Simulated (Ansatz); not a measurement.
C2H5AlO (`C=[C](O)[AlH2]`) at its PBE0-D4/def2-TZVP geometry, where that method's forces vanish. The species carries charge 0 and has multiplicity 1.

```xyz
9

C     1.4213    0.0945   -0.3660
C     0.2954   -0.2791    0.2558
O     0.3893   -1.2018    1.2631
Al   -1.3667    0.5415   -0.3503
H     2.3947   -0.3087   -0.0974
H     1.3803    0.8225   -1.1667
H    -0.4838   -1.3787    1.6199
H    -2.7197    0.1155    0.3709
H    -1.3106    1.5944   -1.5293
```

Q: What forces (eV/Å) does ωB97M-V/def2-TZVPP give on these atoms in the Gaussian-basis code of Ansatz? (Best estimate.)

A: The calculation gave: 
```
C1  -0.020 -0.009  0.013
C2   0.043  0.264 -0.301
O3  -0.040 -0.211  0.241
Al4 -0.106  0.062 -0.049
H5  -0.094  0.020 -0.005
H6  -0.002 -0.052  0.057
H7   0.076  0.000 -0.013
H8   0.143  0.042 -0.072
H9  -0.001 -0.116  0.129
```
